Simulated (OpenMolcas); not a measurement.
## Nb3+: moving or changing the point charges

Nb3+ among 5 point charges of -2 e arranged as a trigonal bipyramid (D3h), 2.2 Å from the ion, with the axial distance 1.870 Å. The active orbitals were held to one l.
```
   2.2000    0.0000    0.0000  -2.00
  -1.1000    1.9053    0.0000  -2.00
  -1.1000   -1.9053    0.0000  -2.00
   0.0000    0.0000    1.8700  -2.00
   0.0000    0.0000   -1.8700  -2.00
```

```yaml
Program: OpenMolcas
Method: CASSCF
Basis: ANO-RCC-VDZP [6s5p3d1f]
Scalar_Hamiltonian: DKH2, point nucleus
Active_space: 2 electrons in 5 orbitals (4d)
State_averaging: 2S+1 = 3 even, 10 roots; 2S+1 = 1 even, 15 roots
Spin-orbit_coupling: state interaction with AMFI integrals over the reference wave functions
```

Runs around this geometry, states (labels of D3, the rotations of D3h). Energies in cm-1 above the lowest state or level, χT in cm3 K/mol.

```json
{"R (Å)": "2.2", "Axial / equatorial distance": "0.85", "Ground state": "2S+1 = 3", "First state of that spin": "3A2 934.7", "First gap with spin-orbit (degeneracies)": "917.2 (2, 2)", "χT at 300 K": "0.360", "First state of another spin": "1A1 9172"}
{"R (Å)": "2.33", "Axial / equatorial distance": "0.85", "Ground state": "2S+1 = 3", "First state of that spin": "3A2 840.4", "First gap with spin-orbit (degeneracies)": "954.8 (2, 2)", "χT at 300 K": "0.349", "First state of another spin": "1A1 9140"}
{"R (Å)": "2.2", "Axial / equatorial distance": "0.92", "Ground state": "2S+1 = 3", "First state of that spin": "3A2 812.5", "First gap with spin-orbit (degeneracies)": "959.7 (2, 2)", "χT at 300 K": "0.347", "First state of another spin": "1E 9938"}
```

Taking the first state of the same spin as R^-n, n = -ln(840.4 / 934.7) / ln(2.33 / 2.2) = 1.9 between the shortest and longest distance.

An orbital doublet at a regular site is open to a Jahn-Teller distortion, which this geometry leaves out. Without dynamic correlation the repulsion within the d shell is too large (B by tens of per cent), so at a given field states of lower spin stand too high. This is an electrostatic model: the charges have no orbitals. An unlabelled pair can be two single states that coincide in this model. No measured value stands beside these numbers.

A state without a sure symmetry label is named by its multiplicity alone.
